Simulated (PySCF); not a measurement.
Computed properties of formamidinium (CH5N2), SMILES C(=[NH2+])N, charge +1

CH₅N₂, SMILES NC=[NH2+], charge +1. The structure is a stationary point at PBE0-D3(BJ)/def2-TZVP. The values are those of a single conformer. All values are computed for the isolated molecule unless a solvent is named; none is compared with measurement here.

**Structure.** The optimised structure has C2v symmetry. All 18 harmonic modes at PBE0-D3(BJ)/def2-TZVP (PySCF) are real, so it is a minimum. With heavy atoms numbered as in [NH2:1][CH:2]=[NH2+:3], the shortest bond between them is N1–C2 at 1.304 Å and the longest C2–N3 at 1.304 Å.

**Vibrations.** The strongest infrared lines (harmonic, unscaled, degenerate partners summed) lie at 635 cm⁻¹ (444 km/mol, H 87 %, N 13 %), 1795 cm⁻¹ (434 km/mol, C 54 %, N 29 %, H 17 %), 3568 cm⁻¹ (314 km/mol, H 96 %). The softest mode is at 520 cm⁻¹ and the zero-point energy is 45.7 kcal/mol.

**Electronic structure.** CAM-B3LYP/def2-TZVPD (PySCF) places the frontier levels at -15.79 and -5.07 eV, a gap of 10.72 eV and a mean polarisability of 26.5 bohr³. PBE/def2-TZVPD (PySCF) at the same geometry gives -13.05 and -7.34 eV, so its gap is 5.01 eV narrower. An orbital gap is neither the optical nor the fundamental gap.

**Excitations.** TDDFT-M06-2X/def2-SVPD (PySCF) has S1 at 7.61 eV (163 nm, f = 0.343, bright); the most intense of the 10 singlets computed lies at 7.61 eV (f = 0.34). T1 (TDA) is at 5.28 eV. TDDFT-PBE/def2-SVPD (PySCF) puts S1 at 7.49 eV. No vertical singlet excitation falls in the visible range (under 3.1 eV).

**NMR.** GIAO shifts at KT2/pcSseg-2 (PySCF) (non-relativistic, atoms alike by connectivity averaged): ¹³C at 152.8 ppm against TMS; ¹H from 6.2 to 7.6 ppm against TMS.

**Solvation.** SMD-B3LYP/6-31G* (PySCF) gives -68.7 kcal/mol in water, -65.1 kcal/mol in dichloromethane, -69.7 kcal/mol in acetone (1 M in both phases, gas-phase geometry); of these solvents acetone holds the molecule best.
